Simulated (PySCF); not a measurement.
SMILES [SeH][Te][SeH] (H2Se2Te) (CAM-B3LYP/def2-SVP optimised geometry):

```
5

Te    -0.968    -1.231     0.000
Se     1.565    -1.231     0.000
H      1.724    -1.154    -1.461
Se    -1.565     1.231     0.000
H     -1.529     1.404     1.461
```

Calculation: CAM-B3LYP/def2-TZVP, def2 effective core potentials past Kr run with PySCF 2.14.0.

Question: What are the frontier orbital energies and the dipole moment?

Answer: HOMO-2 -8.54 eV, HOMO-1 -8.31 eV, HOMO -7.99 eV, LUMO -1.18 eV, LUMO+1 -0.78 eV; dipole moment 0.31 D.

On the same geometry PBE/def2-TZVP, def2 effective core potentials past Kr (PySCF) gives HOMO-2 -6.27 eV, HOMO-1 -5.98 eV, HOMO -5.69 eV, LUMO -2.88 eV, LUMO+1 -2.51 eV; dipole moment 0.19 D.
